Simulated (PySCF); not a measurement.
# Rb₂: one state, many levels of theory

State: ¹Σg⁺ (singlet), closed shell. Set-up: basis Rb def2-SVP with ECP28; scalar-relativistic core potentials; PySCF 2.14. De refers to Rb + Rb in their ground configurations, without counterpoise correction.

| Level | Re (Å) | ωe (cm⁻¹) | De (eV) |
| --- | --- | --- | --- |
| RHF-MP2 | 4.252 | 55.1 | 0.222 |
| RHF-SCS-MP2 | 4.307 | 53.7 | 0.269 |
| RHF-CCSD | 4.341 | 50.9 | 0.306 |
| RHF-CCSD(T) | 4.368 | 48.6 | 0.354 |
| LDA | 4.107 | 58.3 | 0.61 |
| PBE | 4.289 | 54.4 | 0.53 |
| r²SCAN | 4.375 | 53.5 | 0.313 |
| M06-L | 4.110 | 56.6 | 0.55 |
| PBE0 | 4.304 | 56.0 | 0.446 |
| HSE06 | 4.304 | 55.1 | 0.455 |
| BHandHLYP | 4.274 | 56.6 | 0.380 |

(1) Which functional lies closest to RHF-CCSD(T) in De, which farthest, and by how much do they differ from it?

(2) What does a quarter of exact exchange do here, going from PBE to PBE0?

(3) What does the step from GGA to meta-GGA do here, going from PBE to r²SCAN?

Correlated steps freeze no core orbitals. Closed-shell solutions of metal pairs were not tested for spin polarisation, which can lower them a little. The bond is weak. Basis-set superposition, not corrected here, can be much of De in a small basis, most of all at correlated wavefunction levels. Functionals without a dispersion term scatter widely for such bonds, and LDA overbinds them. Where the molecule has an RHF reference, its open-shell atoms are computed with UHF.

Answers

(1) Closest is BHandHLYP (-9.4 pm in Re, +16.5 % in ωe, +0.03 eV in De against RHF-CCSD(T) in the same basis), farthest LDA (-26.1 pm in Re, +20.0 % in ωe, +0.26 eV in De). CCSD(T) converges more slowly with the basis than the functionals do and binds too weakly in this one, so the order can change at the basis-set limit.

(2) PBE0 less PBE: +1.5 pm in Re, +2.9 % in ωe, -0.08 eV in De. Exact exchange removes part of the self-interaction that spreads semilocal densities, and in most molecules shortens and stiffens the bond and lowers De; here Re goes the other way.

(3) r²SCAN less PBE: +8.6 pm in Re, -1.7 % in ωe, -0.22 eV in De.
